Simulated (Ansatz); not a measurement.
Reaction (ligand exchange at the Si–C bond): `[SiH3][CH]1[NH][AlH]1` + `CNCS` → `CNCS[SiH3]` + `[CH2]1[NH][AlH]1`

Isolated molecules relaxed with PBE0-D4/def2-TZVP in Ansatz; ΔE leaves out vibrations. CBS: MP2 limit from def2 TZ/QZ plus the TZ coupled-cluster correction, frozen cores. DFT in def2-TZVPP. B3LYP here is the variant with VWN-RPA as its local correlation; programs differ in this. One conformer a species, not always the lowest.

| level | ΔE (kJ/mol) | difference from CCSD(T)/CBS |
| --- | --- | --- |
| PBE-D4 | -66.4 | -6.6 |
| r2SCAN-D4 | -67.5 | -7.7 |
| PBE0-D4 | -64.2 | -4.4 |
| B3LYP-D4 | -63.5 | -3.7 |
| B2PLYP | -61.5 | -1.7 |
| PBE | -65.3 | -5.5 |
| r2SCAN | -67.1 | -7.3 |
| HF/def2-TZVPP | -57.4 | 2.4 |
| SCS-MP2/def2-TZVPP | -58.9 | 0.9 |
| CCSD/def2-TZVPP | -56.6 | 3.2 |
| CCSD(T)/def2-TZVPP | -58.1 | 1.7 |
| HF/def2-QZVPP | -56.8 | 3.0 |
| SCS-MP2/def2-QZVPP | -59.8 | 0.0 |
| HF/CBS(def2) | -56.7 | 3.1 |
| MP2/CBS(def2) | -63.0 | -3.2 |
| CCSD/CBS(def2) | -58.2 | 1.6 |
| CCSD(T)/CBS | -59.8 | 0 |

Largest T1 diagnostic among the species: 0.015.
